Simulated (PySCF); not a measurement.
## Working out the ionisation energy of Ga²⁺

Ga²⁺ [Ar] 3d10 4s1 (2S) → Ga³⁺ [Ar] 3d10 (1S). Calculation: PySCF 2.14, in aug-cc-pwCVDZ-PP with ECP10MDF (6s5p4d1f, 48 functions); a scalar-relativistic core potential. Frozen: nothing. Energies in hartree (1 hartree = 27.21139 eV):

```csv
part,Ga²⁺ (lower),Ga³⁺ (upper)
UHF,-257.399062,-256.308960
MP2 opposite-spin,-0.227725,-0.208715
MP2 same-spin,-0.119267,-0.104390
```

What does Hartree-Fock give?

(-256.308960) − (-257.399062) = 1.090102 hartree = 29.663 eV.

What do MP2 and SCS-MP2 (6/5 opposite-spin, 1/3 same-spin) give?

The opposite-spin parts differ by 0.517 eV and the same-spin parts by 0.405 eV. MP2: 29.663 + (0.517) + (0.405) = 30.585 eV. SCS-MP2: 29.663 + 1.2 × (0.517) + (0.405)/3 = 30.418 eV.

Measured between the centres of the two terms (NIST): 30.726 eV, so MP2 (valence and next inner shell) is off by -0.141 eV.

A double-zeta basis recovers only part of the correlation energy.

What remains against the reference includes basis incompleteness and correlation beyond second order.
